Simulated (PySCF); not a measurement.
# How methods differ on the excitation energy of Ni

Ni [Ar] 3d8 4s2 (3F) → Ni [Ar] 3d10 (1S), as a difference of total energies. Computed with PySCF 2.14 in aug-cc-pVTZ, with the non-relativistic Hamiltonian (point nucleus). Correlated levels: valence: [Ar] frozen. The calculations carry no spin-orbit coupling.

```json
{"method": "UHF", "excitation energy (eV)": "5.756"}
{"method": "MP2 (valence)", "excitation energy (eV)": "-0.744"}
{"method": "SCS-MP2 (valence)", "excitation energy (eV)": "0.119"}
{"method": "CCSD (valence)", "excitation energy (eV)": "2.217"}
{"method": "CCSD(T) (valence)", "excitation energy (eV)": "1.633"}
```

Q: How much does correlation contribute at CCSD(T) (valence)?

A: 1.633 − (5.756) = -4.123 eV, measured against UHF.

The coupled-cluster amplitudes are large for the upper state (T1 above 0.03 or a double amplitude above 0.15), so a single reference is strained.
